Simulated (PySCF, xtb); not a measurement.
Al(Me)2(NH2) (C2H8AlN), SMILES [CH3][Al]([CH3])[NH2]. The values are those of a single conformer.

Harmonic wavenumbers (cm⁻¹) from GFN2-xTB (xtb) at its own minimum, in rising order: 34, 37, 130, 137, 197, 214, 422, 429, 492, 515, 535, 592, 618, 695, 814, 1295, 1302, 1456, 1459, 1464, 1466, 1491, 2932, 2935, 2939, 2940, 2949, 2949, 3406, 3423.

Problem. What does B3LYP-D3(BJ)/def2-SVP (PySCF 2.14.0) give at its own minimum? (The exact figures need the calculation; the answer reports its results.)

Solution. 54, 70, 161, 187, 188, 391, 454, 544, 563, 606, 630, 682, 705, 753, 844, 1217, 1217, 1425, 1429, 1433, 1435, 1531, 3010, 3012, 3087, 3088, 3106, 3106, 3565, 3649. Paired by order, the mean absolute difference is 82 cm⁻¹ and the zero-point energies are 57.6 and 60.2 kcal/mol.
